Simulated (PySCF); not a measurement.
## Selenium: a sound run and one with changed settings

Sound run: Se⁺ [Ar] 3d10 4s2 4p3, Se²⁺ [Ar] 3d10 4s2 4p2. Computed with PySCF 2.14 in def2-SVP (5s4p3d, 32 functions), with no relativity, point nucleus. In the sound run the correlated levels freeze [Ar] 3d10. The sound run starts from symmetry-adapted Hartree-Fock orbitals and uses a fine grid where one is needed.

Changed run: the spin-free X2C one-electron Hamiltonian (Gaussian nucleus). This setting is unsound on purpose.

| species | method | sound run (hartree) | changed run (hartree) | converged |
| --- | --- | --- | --- | --- |
| Se⁺ | UHF | -2399.21494 | -2421.14625 | yes |
| Se⁺ | TPSS | -2400.77245 | -2422.70083 | yes |
| Se⁺ | MN15 | -2401.14860 | -2423.06920 | yes |
| Se⁺ | MP2 | -2399.27455 | -2421.20549 | yes |
| Se⁺ | CCSD(T) | -2399.29078 | -2421.22138 | yes |
| Se²⁺ | UHF | -2398.44768 | -2420.37701 | yes |
| Se²⁺ | TPSS | -2399.98613 | -2421.91251 | yes |
| Se²⁺ | MN15 | -2400.35979 | -2422.27865 | yes |
| Se²⁺ | MP2 | -2398.49403 | -2420.42306 | yes |
| Se²⁺ | CCSD(T) | -2398.51229 | -2420.44083 | yes |

Ionisation energy of Se⁺:

```
 method  sound run (eV)  changed run (eV)
    UHF          20.878            20.932
   TPSS          21.397            21.451
   MN15          21.465            21.512
    MP2          21.239            21.291
SCS-MP2          21.109            21.161
   CCSD          21.179            21.235
CCSD(T)          21.184            21.240
```

Most of the change in total energy is the relativistic energy itself. On top of that the contraction fixes the core shape for the Hamiltonian it was made with, so the changed run is not a good calculation with the other Hamiltonian either.

For comparison, NIST gives 21.196 ± 0.01 eV between the lowest levels.
